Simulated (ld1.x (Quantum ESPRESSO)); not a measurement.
**An all-electron radial function and its pseudo partner (O)**

Columns: radius, all-electron u(r) and pseudo u(r) of the 2p shell (level -43.24 eV) of oxygen in the configuration [He] 2s2 2p2; PBE, scalar-relativistic, TM scheme, ld1.x (Quantum ESPRESSO) 7.5.

| r (bohr) | all-electron | pseudo |
| --- | --- | --- |
| 0.056 | 0.0464 | 0.0210 |
| 0.112 | 0.1503 | 0.0821 |
| 0.168 | 0.2768 | 0.1774 |
| 0.224 | 0.4060 | 0.2977 |
| 0.280 | 0.5272 | 0.4316 |
| 0.336 | 0.6346 | 0.5670 |
| 0.392 | 0.7258 | 0.6925 |
| 0.448 | 0.8008 | 0.7995 |
| 0.504 | 0.8601 | 0.8826 |
| 0.560 | 0.9047 | 0.9403 |
| 0.616 | 0.9354 | 0.9742 |
| 0.672 | 0.9536 | 0.9884 |
| 0.728 | 0.9610 | 0.9876 |
| 0.784 | 0.9590 | 0.9765 |
| 0.840 | 0.9491 | 0.9588 |
| 0.896 | 0.9327 | 0.9369 |
| 0.952 | 0.9109 | 0.9123 |
| 1.008 | 0.8849 | 0.8852 |
| 1.064 | 0.8557 | 0.8557 |
| 1.120 | 0.8240 | 0.8240 |
| 1.176 | 0.7906 | 0.7906 |
| 1.232 | 0.7562 | 0.7562 |
| 1.288 | 0.7211 | 0.7211 |
| 1.344 | 0.6859 | 0.6859 |
| 1.400 | 0.6509 | 0.6509 |
| 1.456 | 0.6164 | 0.6164 |

How many radial nodes do the two functions have?

The all-electron 2p function has n − l − 1 = 0; the pseudo-wave has 0.

At about which radius was the pseudo-wave matched?

1.12 bohr. The columns agree to 0.0005 from 1.01 bohr on; several derivatives are matched, so the curves merge somewhat inside the radius.

Where does each function peak?

Outermost all-electron maximum near 0.73 bohr, pseudo maximum near 0.67 bohr (to the table’s step).

Is the pseudo-wave norm-conserving?

Yes: the TM scheme keeps the norm inside the radius equal to the all-electron one, which fixes the energy derivative of the logarithmic derivative at the level.
